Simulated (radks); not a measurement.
Values are calculated unless marked as measured or tabulated.
Numerical settings for neutral fluorine, [He] 2s2 2p5. Code: a radial shooting solver on a logarithmic mesh with Libxc functionals. Model: non-relativistic Kohn-Sham, PBE, spin-unpolarised, spherical densities, point nucleus. The defaults (mesh step 0.008 in ln r, mesh end at 40 bohr or more with all orbitals vanishing there, Anderson mixing 0.5 over 9 steps, residual threshold near 1e-9 with the energy settled to 1e-9 hartree or 1e-11 of itself, here a cap of 57 iterations) give E = -99.6507 hartree and 2p at -11.121 eV in 14 iterations. Run on one thread of a shared host, so times are rough (Arm Neoverse V1): 0.04 s of CPU time, 0.04 s wall, 14 iterations on 2496 mesh points. Changes against that run (0 stands for a change within the tolerance of the run):

mesh step in ln r 0.02: iterations 14; converged yes; E (mhartree) 0; e(2p) (meV) 0; CPU (s) 0.02
mesh step in ln r 0.012: iterations 14; converged yes; E (mhartree) 0; e(2p) (meV) 0; CPU (s) 0.03
mesh step in ln r 0.003: iterations 14; converged yes; E (mhartree) 0; e(2p) (meV) 0; CPU (s) 0.1
mesh end (bohr) 5: iterations 15; converged yes; E (mhartree) +3.68; e(2p) (meV) +225; CPU (s) 0.04
mesh end (bohr) 400: iterations 14; converged yes; E (mhartree) 0; e(2p) (meV) 0; CPU (s) 0.04
residual threshold 1e-05: iterations 11; converged yes; E (mhartree) 0; e(2p) (meV) -0.00338; CPU (s) 0.04
residual threshold 0.01: iterations 10; converged yes; E (mhartree) 0; e(2p) (meV) +0.192; CPU (s) 0.03
mixing 0.2: iterations 16; converged yes; E (mhartree) 0; e(2p) (meV) 0; CPU (s) 0.05
linear mixing, mixing 0.8: iterations 57; converged no; E (mhartree) 0; e(2p) (meV) -0.919; CPU (s) 0.14
linear mixing, mixing 0.2: iterations 57; converged no; E (mhartree) 0; e(2p) (meV) -0.0221; CPU (s) 0.12
mixing history 2: iterations 19; converged yes; E (mhartree) 0; e(2p) (meV) 0; CPU (s) 0.05
iteration cap 8: iterations 8; converged no; E (mhartree) 0; e(2p) (meV) +0.391; CPU (s) 0.02

Settings that end as converged yet miss the energy by more than 1 mhartree: mesh end (bohr) 5 (+0.00368 hartree). A mesh that ends early acts as a hard wall.
